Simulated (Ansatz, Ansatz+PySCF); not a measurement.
```xyz
4

B     0.0136   -0.0481   -0.0022
F     1.2932    0.0440   -0.0166
F    -0.6680    1.1296   -0.0481
F    -0.6646   -1.1204    0.0469
```

RHF-MP2 on singlet BF3 was run in several spherical basis sets with Ansatz (development build ahead of 0.2.0). Frozen core: 4 orbitals.

Q: Rank the basis sets by the total energy that they give, lowest first, with the distance from the lowest.
A. def2-TZVP
B. def2-SVP
C. 6-31G
D. aug-cc-pVDZ
E. cc-pVTZ
F. 6-31G(d)
G. cc-pVDZ
H. STO-3G

A: A (0.00 eV), E (0.30 eV), D (7.44 eV), G (9.25 eV), F (11.13 eV), B (16.66 eV), C (18.50 eV), H (147.53 eV).

Totals follow the description of the cores as much as that of the bonds, so this order isn't one of quality for chemistry.
